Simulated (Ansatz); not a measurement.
MoNO₃H₂, that is [MoO3(NH2)]- with one electron fewer. Total charge 0; doublet. Geometry r2SCAN-D4/def2-SVPD, that of the charge -1 singlet; atoms count from 1.

Cartesian coordinates in Å:
```
Mo 0.3397 -0.6715 0.1905
O -0.2175 -0.9829 1.8081
O -0.2160 -1.9203 -0.8813
O 2.0691 -0.5092 0.1862
N -0.4172 1.0569 -0.5037
H -1.4038 1.0967 -0.7448
H -0.1543 1.9303 -0.0550
```

In the def2 sets Mo takes a core potential; there is no spin–orbit coupling.

(1) Estimate the Mulliken populations from the PBE0/def2-TZVPD orbitals of Ansatz.

(2) Where does the spin sit?

(3) And the Mayer bond orders between bonded heavy atoms (over 0.3)?

Answers

(1) 
```
atom  charge (e)  spin (α − β)  d electrons
 Mo1        2.40         -0.30         3.42
  O2       -0.69          0.51            –
  O3       -0.78          0.00            –
  O4       -0.66          0.52            –
  N5       -0.71          0.29            –
  H6        0.22         -0.01            –
  H7        0.22         -0.01            –
```
Mulliken values and Mayer orders depend strongly on the basis. With diffuse functions, as here, like atoms can get unlike values, and bond orders can come out too low or too high.

(2) Summed by element: Mo -0.30, O 1.03, N 0.29, H -0.02, of 1 unpaired in all. Largest on single atoms: O4 0.52, O2 0.51, Mo1 -0.30.

(3) Mo1–O2 1.17 (1.74 Å); Mo1–O3 1.51 (1.74 Å); Mo1–O4 1.20 (1.74 Å); Mo1–N5 0.68 (2.01 Å).
